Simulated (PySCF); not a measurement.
C₅H₃NS₂.
Structure used (GFN2-xTB), in Å, numbered top down from 1:
```
atom  x, y, z in Å
N1     3.113    1.069    0.915
C2     2.601    0.306    0.230
S3     1.873   -0.817   -0.783
C4     0.177   -0.478   -0.373
C5    -0.300    0.723    0.210
C6    -1.644    0.696    0.377
S7    -2.348   -0.772   -0.177
C8    -0.810   -1.377   -0.637
H9     0.333    1.546    0.489
H10   -2.271    1.457    0.795
H11   -0.718   -2.350   -1.075
```

Computed, not measured: TDDFT PBE0/def2-SVPD, vertical, gas phase, core orbitals frozen in the response (PySCF).

Transition dipole moments from the ground state, in atomic units and in the frame of the coordinates above (overall signs are arbitrary), for the states with f of 0.002 or more among the lowest 8:

```tsv
state	E (eV)	μx	μy	μz
S2	5.212	0.697	0.386	0.126
S4	5.766	-0.229	0.149	0.120
S5	5.888	0.306	-0.304	-0.182
S6	6.259	0.152	0.031	-0.080
S7	6.269	-0.909	0.110	-0.002
S8	6.489	0.637	0.133	-0.209
```

Task: What oscillator strength does each state have?

Result: f = (2/3) ΔE |μ|² with ΔE in hartree (27.2114 eV).

```csv
state,|μ|² (au),|μ| (D),f
S2,0.651,2.05,0.083
S4,0.089,0.76,0.013
S5,0.219,1.19,0.032
S6,0.030,0.44,0.005
S7,0.839,2.33,0.129
S8,0.468,1.74,0.074
```

Task: What angle do the transition dipoles of S2 and S8 make?

Result: |cos θ| = |μa·μb| / (|μa| |μb|) = 0.85, so θ ≈ 32° (taken between 0 and 90°, since the signs are arbitrary).

Task: What peak molar absorption coefficient would the strongest computed level give as a lone Gaussian band 0.3 eV wide at half height?

Result: ε(max) = 2.175×10⁸ f / FWHM, with the width in cm⁻¹. S7: 2.175×10⁸ × 0.1289 / 2420 ≈ 12000 L mol⁻¹ cm⁻¹.

One conformer stands for the species.
